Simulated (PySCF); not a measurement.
C₃H₉O₂Si, SMILES CCO[SiH]([O])C, doublet, GFN2-xTB optimised geometry.

```
15

C     -3.30    -0.62    -2.15
C     -1.88    -1.14    -2.38
O     -1.16    -1.26    -1.20
Si    -0.92    -0.17     0.00
C      1.08    -0.17     0.00
O     -1.43     1.26     0.00
H     -3.25     0.36    -1.68
H     -3.83    -0.55    -3.09
H     -3.83    -1.29    -1.48
H     -1.35    -0.45    -3.05
H     -1.91    -2.13    -2.84
H     -1.04    -1.12     1.12
H      1.38     0.27     0.94
H      1.36     0.44    -0.84
H      1.43    -1.19    -0.10
```

Density from PySCF 2.14.0 with unrestricted PBE0/def2-TZVP at that geometry.

Minimum of the electron density along straight lines between bonded atoms, close to the bond critical point (lines longer than 1.1 times the sum of covalent radii, or with two minima, are not listed):

```csv
bond,length / Å,ρ at the minimum / e bohr⁻³,∇²ρ there / e bohr⁻⁵,position (fraction from the first atom)
C1–C2,1.521,0.252,-0.64,0.49
C2–O3,1.390,0.265,-0.42,0.34
O3–Si4,1.636,0.139,[?],0.59
Si4–C5,1.998,[?],[?],0.39
Si4–O6,1.524,0.187,1.43,0.42
C1–H7,1.086,0.281,-0.97,0.64
C1–H8,1.086,0.279,-0.96,0.64
C1–H9,1.087,0.279,-0.96,0.64
C2–H10,1.098,0.282,-0.99,0.64
C2–H11,1.097,0.284,-1.00,0.65
Si4–H12,1.472,0.121,0.16,0.49
C5–H13,1.077,0.285,-1.00,0.65
C5–H14,1.078,0.284,-0.99,0.65
C5–H15,1.077,0.285,-1.00,0.65
```

**Question.** Complete the blanks.

**Answer.** 
- O3–Si4, ∇²ρ there / e bohr⁻⁵: 0.88
- Si4–C5, ρ at the minimum / e bohr⁻³: 0.091
- Si4–C5, ∇²ρ there / e bohr⁻⁵: 0.06
